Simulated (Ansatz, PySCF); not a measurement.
Pair of molecules: CH4 (SMILES C) (first 5 atoms) with CH3F (SMILES CF); geometry from B3LYP-D3(BJ)/def2-TZVP.
(charge 0, multiplicity 1):
```xyz
10

C      0.00921    -0.06723     0.19097
H     -0.35870     0.61288     0.95731
H     -0.43650    -1.05181     0.33061
H     -0.25915     0.31171    -0.79432
H      1.09374    -0.14630     0.26222
C      0.11222    -0.04246     3.98741
F     -0.52968     1.09255     3.50372
H      0.96142     0.26877     4.59703
H     -0.59468    -0.61443     4.58973
H      0.45414    -0.63812     3.14065
```

Basis-set superposition error: the interaction energy with monomers in their own basis, and in the dimer's basis (counterpoise).

Codes used: Ansatz (Gaussian basis) for Hartree–Fock, density functionals and correlated methods; PySCF for 6-31G* rows, M06-2X. Each number belongs to the level named beside it.

| level | uncorrected (meV) | counterpoise (meV) | difference |
|---|---|---|---|
| HF/6-31G* | -24.1 | 15.4 | 39.5 |
| PBE/def2-TZVPPD | -18.9 | -17.1 | 1.8 |
| revPBE/def2-TZVPPD | 19.6 | 21.2 | 1.7 |
| r2SCAN/def2-TZVPPD | -25.8 | -24.2 | 1.6 |
| B3LYP/def2-TZVPPD | 3.5 | 5.3 | 1.9 |
| PBE0/def2-TZVPPD | -15.8 | -14.4 | 1.4 |
| M06-2X/def2-TZVPPD | -32.0 | -29.8 | 2.2 |
| MP2/6-31G* | -69.4 | -4.6 | 64.8 |
| MP2/aug-cc-pVDZ | -54.8 | -26.0 | 28.8 |
| CCSD(T)/aug-cc-pVDZ | -57.9 | -28.2 | 29.7 |

The error is largest for MP2/6-31G* (64.8 meV) and smallest for PBE0/def2-TZVPPD (1.4 meV).

Ansatz is a first-principles code.
